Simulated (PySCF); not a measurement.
Spinor energies of P (phosphorus, neutral)

Start: [Ne] 3s2 3p3; 3p1/2 filled at m_j = -1/2, +1/2; 3p3/2 filled at m_j = +3/2. Calculated with PySCF 2.14 in x2c-TZVPPall-2c (5s6p3d1f, 45 functions): generalised Hartree-Fock with the X2C-1e Hamiltonian and a Gaussian nucleus; one run each with spin-orbit coupling (SO) switched off, then screened by Boettger's factors.

```json
{"spinor shell": "1s1/2", "electrons": "2", "ε, spin-free (eV)": "-2182.0", "ε, screened SO (eV)": "-2182.0", "weight of nominal j (screened SO)": "1.000", "rms radius, screened SO (bohr)": "0.120"}
{"spinor shell": "2s1/2", "electrons": "2", "ε, spin-free (eV)": "-205.33", "ε, screened SO (eV)": "-205.33", "weight of nominal j (screened SO)": "1.000", "rms radius, screened SO (bohr)": "0.560"}
{"spinor shell": "2p1/2", "electrons": "2", "ε, spin-free (eV)": "-146.89", "ε, screened SO (eV)": "-147.80", "weight of nominal j (screened SO)": "0.819", "rms radius, screened SO (bohr)": "0.538"}
{"spinor shell": "3s1/2", "electrons": "2", "ε, spin-free (eV)": "-19.003", "ε, screened SO (eV)": "-19.003", "weight of nominal j (screened SO)": "1.000", "rms radius, screened SO (bohr)": "2.08"}
{"spinor shell": "3p1/2", "electrons": "2", "ε, spin-free (eV)": "-10.631", "ε, screened SO (eV)": "-10.642", "weight of nominal j (screened SO)": "0.507", "rms radius, screened SO (bohr)": "2.52"}
{"spinor shell": "3p3/2", "electrons": "1", "ε, spin-free (eV)": "-10.631", "ε, screened SO (eV)": "-10.608", "weight of nominal j (screened SO)": "1.000", "rms radius, screened SO (bohr)": "2.52"}
```

(1) Where does 2p3/2 lie, and what is the 2p spin-orbit splitting (screened SO)?

```json
{"quantity": "E (hartree)", "spin-free": "-341.52597", "screened SO": "-341.52641"}
{"quantity": "M_J", "spin-free": "3/2", "screened SO": "3/2"}
{"quantity": "⟨J²⟩", "spin-free": "3.750", "screened SO": "3.750"}
{"quantity": "⟨L²⟩", "spin-free": "0.000", "screened SO": "0.000"}
{"quantity": "⟨S²⟩", "spin-free": "3.750", "screened SO": "3.750"}
```

Each row is a mean over spinors that exchange with the open shell spreads, by up to 7.598 eV (3s1/2).

Rows whose weight is well below 1 are mixtures of j = l ± 1/2: exchange outweighs spin-orbit coupling there, and the label is only the starting occupation.

Without spin-orbit coupling the j labels of p, d and f shells carry no meaning; the spin-free column gives the mean over the occupied spinors of each nl shell.

Results:

(1) At -146.44 eV, 1.359 eV above 2p1/2.
